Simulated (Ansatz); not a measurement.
Ansatz (a quantum-chemistry and plane-wave program) input (B3LYP/6-31G*):

Ansatz 0.2 input:
```yaml
crystal:
  periodic: [false, false, false]
  atoms:
    - {symbol: C, position_ang: [-1.18635000, -0.55694800, -1.59475300]}
    - {symbol: Si, position_ang: [0.08327300, -0.19009900, -0.22229300]}
    - {symbol: C, position_ang: [1.72585000, 0.17917300, -1.12521900]}
    - {symbol: P, position_ang: [0.07795000, -1.76938900, 1.25963000]}
    - {symbol: P, position_ang: [-0.50140600, 2.00505900, 0.36063400]}
    - {symbol: H, position_ang: [-1.19840200, 0.23073900, -2.35306600]}
    - {symbol: H, position_ang: [-2.19160800, -0.64621500, -1.17647000]}
    - {symbol: H, position_ang: [-0.94209400, -1.50518400, -2.08094800]}
    - {symbol: H, position_ang: [2.06641800, -0.72386400, -1.63835000]}
    - {symbol: H, position_ang: [2.49860000, 0.45950400, -0.40503800]}
    - {symbol: H, position_ang: [1.62728000, 0.98775700, -1.85729600]}
    - {symbol: H, position_ang: [1.16490900, -1.17802600, 1.97863300]}
    - {symbol: H, position_ang: [-1.53895500, 1.64928500, 1.26165900]}
    - {symbol: H, position_ang: [0.46285400, 2.11898200, 1.39884800]}
basis:
  gaussian:
    orbitals: 6-31G*
hamiltonian:
  xc: {name: B3LYP}
total_charge: -1
relax: {f_tol: 0.003, max_steps: 120}
```

Output:

```
Functional definition: B3LYP
integrals: 0.06 GiB planned
1159 factors; integrals over basis functions are off by at most 5.6e-4 eV
mean field: 0.52 GiB planned
mean field evaluation 1: about -28672.5610 eV, gradient 4.5e1 eV
mean field evaluation 2: about -28670.7270 eV, gradient 5.1e1 eV
mean field evaluation 4: about -28677.6310 eV, gradient 1.2e0 eV
mean field evaluation 8: about -28677.6434 eV, gradient 4.0e-2 eV
mean field evaluation 16: about -28677.6434 eV, gradient 2.7e-5 eV
mean field -28677.64335670 eV, -1053.8839549539 hartree, gradient 2.7e-5 eV, S^2 0.000000; 0 other end points of the search recorded, 0 dependent functions left out
the calculation of the forces begins
reference -28677.64363986 eV, -1053.8839653600 hartree; 33, 33 occupied and 72, 72 virtual orbitals, 1159 factors
relax step   1: F+E_penalty+E_count = -28677.64335670 eV  Δ(F+E_penalty+E_count) = +0.000e0 eV  max|allowed force component| = 2.994e-1 eV/Å  Δτ_max = 0.0000 Å  (26 SCF iters, accepted)
these checks for a lower state are left out or cut short: starts, cluster_reference, orbital_swaps, neighbouring_geometries, increment
integrals: 0.06 GiB planned
1159 factors; integrals over basis functions are off by at most 5.8e-4 eV
mean field: 0.52 GiB planned
mean field -28677.65763869 eV, -1053.8844798075 hartree, gradient 1.3e-5 eV, S^2 0.000000; 0 other end points of the search recorded, 0 dependent functions left out
the calculation of the forces begins
reference -28677.65792346 eV, -1053.8844902725 hartree; 33, 33 occupied and 72, 72 virtual orbitals, 1159 factors
relax step   2: F+E_penalty+E_count = -28677.65763869 eV  Δ(F+E_penalty+E_count) = -1.428e-2 eV  max|allowed force component| = 2.012e-1 eV/Å  Δτ_max = 0.0640 Å  (29 SCF iters, accepted)
these checks for a lower state are left out or cut short: starts, cluster_reference, orbital_swaps, neighbouring_geometries, increment
integrals: 0.06 GiB planned
1159 factors; integrals over basis functions are off by at most 5.8e-4 eV
mean field: 0.52 GiB planned
mean field -28677.66208320 eV, -1053.8846431401 hartree, gradient 1.7e-5 eV, S^2 0.000000; 0 other end points of the search recorded, 0 dependent functions left out
the calculation of the forces begins
reference -28677.66236814 eV, -1053.8846536113 hartree; 33, 33 occupied and 72, 72 virtual orbitals, 1159 factors
relax step   3: F+E_penalty+E_count = -28677.66208320 eV  Δ(F+E_penalty+E_count) = -4.445e-3 eV  max|allowed force component| = 7.200e-2 eV/Å  Δτ_max = 0.0195 Å  (24 SCF iters, accepted)
these checks for a lower state are left out or cut short: starts, cluster_reference, orbital_swaps, neighbouring_geometries, increment
integrals: 0.06 GiB planned
1159 factors; integrals over basis functions are off by at most 5.8e-4 eV
mean field: 0.52 GiB planned
mean field evaluation 32: about -28677.6624 eV, gradient 1.4e-4 eV
mean field -28677.66236374 eV, -1053.8846534496 hartree, gradient 2.2e-5 eV, S^2 0.000000; 0 other end points of the search recorded, 0 dependent functions left out
the calculation of the forces begins
reference -28677.66264866 eV, -1053.8846639205 hartree; 33, 33 occupied and 72, 72 virtual orbitals, 1159 factors
relax step   4: F+E_penalty+E_count = -28677.66236374 eV  Δ(F+E_penalty+E_count) = -2.805e-4 eV  max|allowed force component| = 2.502e-2 eV/Å  Δτ_max = 0.0044 Å  (23 SCF iters, accepted)
these checks for a lower state are left out or cut short: starts, cluster_reference, orbital_swaps, neighbouring_geometries, increment
integrals: 0.06 GiB planned
1159 factors; integrals over basis functions are off by at most 5.8e-4 eV
mean field: 0.52 GiB planned
mean field -28677.66238627 eV, -1053.8846542779 hartree, gradient 1.2e-5 eV, S^2 0.000000; 0 other end points of the search recorded, 0 dependent functions left out
the calculation of the forces begins
reference -28677.66267091 eV, -1053.8846647380 hartree; 33, 33 occupied and 72, 72 virtual orbitals, 1159 factors
relax step   5: F+E_penalty+E_count = -28677.66238627 eV  Δ(F+E_penalty+E_count) = -2.254e-5 eV  max|allowed force component| = 5.651e-2 eV/Å  Δτ_max = 0.0297 Å  (24 SCF iters, accepted)
these checks for a lower state are left out or cut short: starts, cluster_reference, orbital_swaps, neighbouring_geometries, increment
integrals: 0.06 GiB planned
1159 factors; integrals over basis functions are off by at most 5.8e-4 eV
mean field: 0.52 GiB planned
mean field -28677.66260827 eV, -1053.8846624362 hartree, gradient 2.5e-5 eV, S^2 0.000000; 0 other end points of the search recorded, 0 dependent functions left out
the calculation of the forces begins
reference -28677.66289310 eV, -1053.8846729033 hartree; 33, 33 occupied and 72, 72 virtual orbitals, 1159 factors
relax step   6: F+E_penalty+E_count = -28677.66260827 eV  Δ(F+E_penalty+E_count) = -2.220e-4 eV  max|allowed force component| = 1.962e-2 eV/Å  Δτ_max = 0.0078 Å  (23 SCF iters, accepted)
these checks for a lower state are left out or cut short: starts, cluster_reference, orbital_swaps, neighbouring_geometries, increment
integrals: 0.06 GiB planned
1159 factors; integrals over basis functions are off by at most 5.9e-4 eV
mean field: 0.52 GiB planned
mean field -28677.66266284 eV, -1053.8846644414 hartree, gradient 2.3e-5 eV, S^2 0.000000; 0 other end points of the search recorded, 0 dependent functions left out
the calculation of the forces begins
reference -28677.66294761 eV, -1053.8846749067 hartree; 33, 33 occupied and 72, 72 virtual orbitals, 1159 factors
relax step   7: F+E_penalty+E_count = -28677.66266284 eV  Δ(F+E_penalty+E_count) = -5.456e-5 eV  max|allowed force component| = 8.868e-3 eV/Å  Δτ_max = 0.0071 Å  (23 SCF iters, accepted)
these checks for a lower state are left out or cut short: starts, cluster_reference, orbital_swaps, neighbouring_geometries, increment
integrals: 0.06 GiB planned
1159 factors; integrals over basis functions are off by at most 5.9e-4 eV
mean field: 0.52 GiB planned
mean field -28677.66268471 eV, -1053.8846652453 hartree, gradient 1.6e-5 eV, S^2 0.000000; 0 other end points of the search recorded, 0 dependent functions left out
the calculation of the forces begins
reference -28677.66296945 eV, -1053.8846757092 hartree; 33, 33 occupied and 72, 72 virtual orbitals, 1159 factors
relax step   8: F+E_penalty+E_count = -28677.66268471 eV  Δ(F+E_penalty+E_count) = -2.188e-5 eV  max|allowed force component| = 4.463e-3 eV/Å  Δτ_max = 0.0086 Å  (22 SCF iters, accepted)
these checks for a lower state are left out or cut short: starts, cluster_reference, orbital_swaps, neighbouring_geometries, increment
integrals: 0.06 GiB planned
1159 factors; integrals over basis functions are off by at most 5.9e-4 eV
mean field: 0.52 GiB planned
mean field evaluation 64: about -28677.6627 eV, gradient 7.1e-6 eV
mean field -28677.66269020 eV, -1053.8846654470 hartree, gradient 7.2e-6 eV, S^2 0.000000; 0 other end points of the search recorded, 0 dependent functions left out
the calculation of the forces begins
reference -28677.66297489 eV, -1053.8846759093 hartree; 33, 33 occupied and 72, 72 virtual orbitals, 1159 factors
relax step   9: F+E_penalty+E_count = -28677.66269020 eV  Δ(F+E_penalty+E_count) = -5.487e-6 eV  max|allowed force component| = 2.463e-3 eV/Å  Δτ_max = 0.0032 Å  (23 SCF iters, accepted)
integrals: 0.06 GiB planned
1159 factors; integrals over basis functions are off by at most 5.9e-4 eV
mean field: 0.52 GiB planned
mean field -28677.66269020 eV, -1053.8846654470 hartree, gradient 7.2e-6 eV, S^2 0.000000; 1 other end points of the search recorded, 0 dependent functions left out
the calculation of the forces begins
reference -28677.66297489 eV, -1053.8846759093 hartree; 33, 33 occupied and 72, 72 virtual orbitals, 1159 factors
Total energy: -28677.66297489 eV, -1053.8846759093 hartree
Atom 0 at    -1.194932    -0.561537    -1.597387 Å, force     0.000365    -0.000163     0.000372 eV/Å
Atom 1 at     0.083131    -0.195932    -0.211350 Å, force     0.000512    -0.000200    -0.002463 eV/Å
Atom 2 at     1.738165     0.176422    -1.123746 Å, force    -0.001061    -0.000795     0.000173 eV/Å
Atom 3 at     0.074587    -1.799415     1.276065 Å, force     0.000279     0.000433     0.000798 eV/Å
Atom 4 at    -0.510943     2.030117     0.356285 Å, force     0.000421    -0.000319     0.000954 eV/Å
Atom 5 at    -1.222701     0.234751    -2.352571 Å, force     0.000041     0.000024     0.000756 eV/Å
Atom 6 at    -2.204323    -0.669724    -1.182043 Å, force     0.000007    -0.000217     0.000089 eV/Å
Atom 7 at    -0.943221    -1.503468    -2.101005 Å, force    -0.000895    -0.000568    -0.000993 eV/Å
Atom 8 at     2.080918    -0.727457    -1.643115 Å, force     0.001083    -0.000339    -0.000375 eV/Å
Atom 9 at     2.522461     0.459416    -0.410231 Å, force     0.000157    -0.000080     0.000507 eV/Å
Atom 10 at     1.641684     0.986217    -1.861024 Å, force     0.000428     0.000163     0.000099 eV/Å
Atom 11 at     1.209323    -1.259213     1.984481 Å, force    -0.000424     0.000869    -0.001054 eV/Å
Atom 12 at    -1.567065     1.705806     1.260015 Å, force    -0.000422     0.000627     0.000425 eV/Å
Atom 13 at     0.441235     2.184792     1.411597 Å, force    -0.000493     0.000565     0.000712 eV/Å
Dipole moment:     0.103690     0.578498    -0.682756 e Å
```

The dipole moment of an ion depends on the origin.

The geometry given is a B3LYP-D3(BJ)/def2-TZVP minimum.
